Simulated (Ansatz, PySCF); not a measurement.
Stretching the H–H spacing in H6 ring (multiplicity 1 held). Energies count from the point at 0.900 Å.
Geometry at that point (charge 0, multiplicity 1):
| atom | x (Å) | y (Å) | z (Å) |
|---|---|---|---|
| H | 0.9000 | 0.0000 | 0.0000 |
| H | 0.4500 | 0.7794 | 0.0000 |
| H | -0.4500 | 0.7794 | 0.0000 |
| H | -0.9000 | 0.0000 | 0.0000 |
| H | -0.4500 | -0.7794 | 0.0000 |
| H | 0.4500 | -0.7794 | 0.0000 |

Restricted levels (R-, RO-) in cc, def2 and unpolarised 6-31G sets keep to the state of the molecule at rest. Unrestricted levels (U-) break spin symmetry where that is lower. Active spaces are followed from rest. Curves can end on different states.

Rows in 6-31G* carry no dispersion term and start afresh at each structure (6-31G* with six Cartesian d functions).

Codes used: Ansatz (Gaussian basis) for Hartree–Fock, density functionals and correlated methods; PySCF for 6-31G* rows. 

Energies in kJ/mol.

| R (Å) | R-HF/6-31G* | R-B3LYP/6-31G* | U-B3LYP/6-31G* | R-B3LYP/cc-pVTZ | FIC-MRCISD+Q on CASSCF(6,6)/cc-pVTZ |
|---|---|---|---|---|---|
| 0.700 | 587 | 598 | 598 | 582 | 577 |
| 0.800 | 175 | 181 | 181 | 173 | 170 |
| 0.900 | 0 | 0 | 0 | 0 | 0 |
| 1.100 | -3 | -16 | -16 | -1 | 6 |
| 1.300 | 193 | 163 | 163 | 187 | 197 |
| 1.500 | 452 | 398 | 398 | 426 | 426 |
| 1.800 | 851 | 744 | 707 | 772 | 718 |
| 2.100 | 1212 | 1038 | 886 | 1061 | 894 |
| 2.500 | 1611 | 1337 | 996 | 1347 | 996 |
| 3.000 | 1982 | 1583 | 1043 | 1577 | 1033 |
| 3.600 | 2268 | 1747 | 1058 | 1731 | 1041 |

Doubts at one or more of the structures used: a restricted determinant that unrestricted orbitals would lower (R-HF/6-31G*, R-B3LYP/6-31G*, R-B3LYP/cc-pVTZ); a spin-contaminated determinant (U-B3LYP/6-31G*).

Ansatz is a program for electronic structure.
